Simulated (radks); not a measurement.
Question: The titanium ion Ti4+, [Ar]. Method: non-relativistic Kohn-Sham, PBE, spin-polarised, spherical densities, point nucleus; computed with a radial shooting solver on a logarithmic mesh with Libxc functionals. Every spin shell is full or empty, so the densities are truly spherical. Functionals are evaluated on that one density, not self-consistently. Rank these exchange functionals by their error against the exact value of the orbitals, and give that value: LDA, B88, revPBE, PW91, PW86, OPTX, WC, AM05, B86b, G96, APBE, revTPSS, MS2, TASK.

Answer: Exact: -39.6727 hartree. From best to worst, with 100 (|E| - |E exact|)/|E exact| (equal figures are ties): B88 -0.02, B86b +0.03, MS2 -0.04, PW91 -0.13, G96 +0.14, revPBE -0.21, OPTX +0.22, PW86 +0.32, APBE +0.49, revTPSS -0.60, WC -1.44, TASK -2.86, AM05 -6.45, LDA -7.29.
